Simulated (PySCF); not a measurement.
Assignment exercise: C$_{3}$H$_{9}$NO$_{2}$Si$_{2}$

Bonds: C1-C2, C2-C3, C3-N4, C2-O5, O5-Si6, Si6-O7, O7-Si8. C1 carries H9, H10; C3 carries H11; N4 carries H12; Si6 carries H13, H14; Si8 carries H15, H16, H17.

All values are calculated (PySCF 2.14): shielding tensors at PBE0/pcSseg-1 (GIAO), coordinates at the GFN2-xTB level. One conformer, no solvent, non-relativistic, equivalent nuclei averaged.

Chemical shifts δ = σref − σ; TMS for ¹³C (186.93 ppm) and ¹H (31.72 ppm), all at this level.

(1) Assign these signals to the numbered atoms. ¹³C{¹H} NMR (computed): δ 167.5, 160.2, 114.6.

(2) Assign these signals to the numbered atoms. ¹H NMR (600 MHz, computed): δ 10.30 (br s, 1H), 7.90 (s, 1H), 5.53 (br s, 1H), 5.34 (s, 2H), 5.25 (s, 3H), 5.09 (br s, 1H).

Answers

(1) 
167.5 → C3, carbon bonded to C, N, H
160.2 → C2, carbon bonded to 2 C, O
114.6 → C1, carbon bonded to C, 2 H

(2) 
| δ (ppm) | atoms | environment | reason |
| --- | --- | --- | --- |
| 10.30 | H12 | hydrogen on a nitrogen bonded to C | – |
| 7.90 | H11 | hydrogen on a carbon bonded to C, N | – |
| 5.53 | H10 | hydrogen on a carbon bonded to C | – |
| 5.34 | H13/H14 | hydrogen on a silicon bonded to 2 O | – |
| 5.25 | H15/H16/H17 | hydrogen on a silicon bonded to O | – |
| 5.09 | H9 | hydrogen on a carbon bonded to C | – |

H13/H14 and H15/H16/H17 lie closer than the usual error of such a calculation, so a measured spectrum could show them in the other order.

The OH or NH signal is concentration- and solvent-dependent in practice; the value given is the gas-phase one. Shifts are as computed. Against solution values, carbons near 30 ppm lie about +3 ppm off and those near 130 ppm about +5 ppm. Of 1309 compounds with measured shifts, 239 miss one by over three times the rms of a fit or turn the order of signals round; such compounds aren't used in these exercises. No couplings were computed; multiplicities are counted from neighbouring protons, with m where these are inequivalent, close in shift, in a saturated or five-membered ring or joined by F or P, and br s for small geminal =CH2 splittings.
